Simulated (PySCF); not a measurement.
# Electron correlation in Ir (iridium, neutral)

[Xe] 4f14 5d7 6s2, high-spin 4F determinant. Calculation: PySCF 2.14, in x2c-TZVPPall; scalar relativity by spin-free X2C-1e. Frozen: [Xe] 4f14; 9 electrons correlated.

```csv
level,correlation energy (mhartree)
CCSD,-227.34
(T),-9.71
CCSD(T),-237.05
```

Diagnostics: T1 = 0.020, D1 = 0.0727, largest double amplitude 0.063.

Spin-orbit coupling, absent here, splits the open shell strongly.

Cost of the coupled-cluster step: roughly 40 core-seconds, for 9 correlated electrons.

Iterations:

```
CC2 = 0
CCSD nocc = (np.int64(6), np.int64(3)), nmo = (63, 63)
frozen orbitals [[0, 1, 2, 3, 4, 5, 6, 7, 8, 9, 10, 11, 12, 13, 14, 15, 16, 17, 18, 19, 20, 21, 22, 23, 24, 25, 26, 27, 28, 29, 30, 31, 32, 33], [0, 1, 2, 3, 4, 5, 6, 7, 8, 9, 10, 11, 12, 13, 14, 15, 16, 17, 18, 19, 20, 21, 22, 23, 24, 25, 26, 27, 28, 29, 30, 31, 32, 33]]
max_cycle = 100
direct = 0
conv_tol = 1e-08
conv_tol_normt = 1e-06
diis_space = 8
diis_start_cycle = 0
Init t2, MP2 energy = -0.225960003990671
Init E_corr(UCCSD) = -0.225960004011061
cycle = 1  E_corr(UCCSD) = -0.221781097161836  dE = 0.00417890685  norm(t1,t2) = 0.065733
cycle = 2  E_corr(UCCSD) = -0.225683381301468  dE = -0.00390228414  norm(t1,t2) = 0.0227646
cycle = 3  E_corr(UCCSD) = -0.227171421323799  dE = -0.00148804002  norm(t1,t2) = 0.0110344
cycle = 4  E_corr(UCCSD) = -0.22734705977997  dE = -0.000175638456  norm(t1,t2) = 0.00156628
cycle = 5  E_corr(UCCSD) = -0.227330060661572  dE = 1.69991184e-05  norm(t1,t2) = 0.000891131
cycle = 6  E_corr(UCCSD) = -0.227341221467228  dE = -1.11608057e-05  norm(t1,t2) = 0.000276191
cycle = 7  E_corr(UCCSD) = -0.227343058986045  dE = -1.83751882e-06  norm(t1,t2) = 7.53301e-05
cycle = 8  E_corr(UCCSD) = -0.227342202364311  dE = 8.56621733e-07  norm(t1,t2) = 2.89599e-05
cycle = 9  E_corr(UCCSD) = -0.227342097860516  dE = 1.04503796e-07  norm(t1,t2) = 9.61365e-06
cycle = 10  E_corr(UCCSD) = -0.227342134298372  dE = -3.64378567e-08  norm(t1,t2) = 2.37719e-06
cycle = 11  E_corr(UCCSD) = -0.227342118570217  dE = 1.57281551e-08  norm(t1,t2) = 6.17751e-07
cycle = 12  E_corr(UCCSD) = -0.227342127107775  dE = -8.53755816e-09  norm(t1,t2) = 2.13801e-07
UCCSD converged
E(UCCSD) = -17824.17796631376  E_corr = -0.2273421271077753
UCCSD(T) correction = -0.00971004528448346
```
